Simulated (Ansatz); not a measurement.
`CC(C)(C)[O][Sn][O]C(C)(C)C`. Total charge 0; spin multiplicity 1. Sn takes the def2 core potential. Geometry: relaxed with PBE0-D4/def2-TZVP. It is one conformer, not always the lowest.

```xyz
29

C    -2.670    1.099   -0.116
C    -1.831    0.750    1.109
C    -2.329   -0.549    1.732
C    -1.911    1.880    2.130
O    -0.509    0.535    0.664
Sn    1.223    1.309    1.271
O     2.362    0.325    0.013
C     2.161   -0.627   -1.021
C     3.541   -0.948   -1.578
C     1.280   -0.027   -2.110
C     1.518   -1.884   -0.448
H    -2.597    0.300   -0.856
H    -2.304    2.022   -0.573
H    -3.721    1.235    0.149
H    -3.372   -0.464    2.050
H    -1.723   -0.807    2.604
H    -2.251   -1.363    1.009
H    -2.942    2.045    2.450
H    -1.321    1.646    3.022
H    -1.539    2.817    1.703
H     3.477   -1.680   -2.387
H     4.011   -0.042   -1.965
H     4.179   -1.355   -0.790
H     0.292    0.207   -1.709
H     1.161   -0.724   -2.943
H     1.734    0.890   -2.494
H     0.530   -1.652   -0.046
H     1.408   -2.651   -1.219
H     2.141   -2.290    0.352
```

**Question.** What is the dipole moment at PBE/def2-TZVPP? (An estimate is asked.)

**Answer.** Computed: 1.81 D, with components (-1.35, 0.71, 0.98) D in this frame, pointing from negative to positive charge.

**Question.** And with r2SCAN, B3LYP, ωB97M-V? (Estimate.)

**Answer.** Computed: r2SCAN 1.84 D, B3LYP 1.97 D, ωB97M-V 1.97 D.

**Question.** Give the Mulliken charges with PBE, r2SCAN, B3LYP in def2-TZVPP. (Best estimate.)

**Answer.** The calculation gave: 
```json
{"atom": "C1", "PBE": "-0.24", "r2SCAN": "-0.17", "B3LYP": "-0.26"}
{"atom": "C2", "PBE": "0.30", "r2SCAN": "0.37", "B3LYP": "0.34"}
{"atom": "C3", "PBE": "-0.25", "r2SCAN": "-0.18", "B3LYP": "-0.26"}
{"atom": "C4", "PBE": "-0.29", "r2SCAN": "-0.22", "B3LYP": "-0.31"}
{"atom": "O5", "PBE": "-0.50", "r2SCAN": "-0.59", "B3LYP": "-0.60"}
{"atom": "Sn6", "PBE": "0.63", "r2SCAN": "0.70", "B3LYP": "0.74"}
{"atom": "O7", "PBE": "-0.50", "r2SCAN": "-0.59", "B3LYP": "-0.59"}
{"atom": "C8", "PBE": "0.37", "r2SCAN": "0.46", "B3LYP": "0.42"}
{"atom": "C9", "PBE": "-0.23", "r2SCAN": "-0.15", "B3LYP": "-0.24"}
{"atom": "C10", "PBE": "-0.30", "r2SCAN": "-0.23", "B3LYP": "-0.32"}
{"atom": "C11", "PBE": "-0.30", "r2SCAN": "-0.23", "B3LYP": "-0.32"}
{"atom": "H12", "PBE": "0.08", "r2SCAN": "0.05", "B3LYP": "0.08"}
{"atom": "H13", "PBE": "0.07", "r2SCAN": "0.04", "B3LYP": "0.07"}
{"atom": "H14", "PBE": "0.07", "r2SCAN": "0.04", "B3LYP": "0.07"}
{"atom": "H15", "PBE": "0.07", "r2SCAN": "0.04", "B3LYP": "0.07"}
{"atom": "H16", "PBE": "0.07", "r2SCAN": "0.04", "B3LYP": "0.07"}
{"atom": "H17", "PBE": "0.08", "r2SCAN": "0.05", "B3LYP": "0.09"}
{"atom": "H18", "PBE": "0.07", "r2SCAN": "0.04", "B3LYP": "0.08"}
{"atom": "H19", "PBE": "0.08", "r2SCAN": "0.06", "B3LYP": "0.08"}
{"atom": "H20", "PBE": "0.09", "r2SCAN": "0.06", "B3LYP": "0.09"}
{"atom": "H21", "PBE": "0.06", "r2SCAN": "0.03", "B3LYP": "0.06"}
{"atom": "H22", "PBE": "0.07", "r2SCAN": "0.04", "B3LYP": "0.07"}
{"atom": "H23", "PBE": "0.07", "r2SCAN": "0.04", "B3LYP": "0.07"}
{"atom": "H24", "PBE": "0.09", "r2SCAN": "0.05", "B3LYP": "0.10"}
{"atom": "H25", "PBE": "0.06", "r2SCAN": "0.04", "B3LYP": "0.07"}
{"atom": "H26", "PBE": "0.07", "r2SCAN": "0.05", "B3LYP": "0.07"}
{"atom": "H27", "PBE": "0.09", "r2SCAN": "0.05", "B3LYP": "0.10"}
{"atom": "H28", "PBE": "0.06", "r2SCAN": "0.04", "B3LYP": "0.07"}
{"atom": "H29", "PBE": "0.07", "r2SCAN": "0.05", "B3LYP": "0.07"}
```

B3LYP here is the variant with VWN-RPA as its local correlation; programs differ in this.
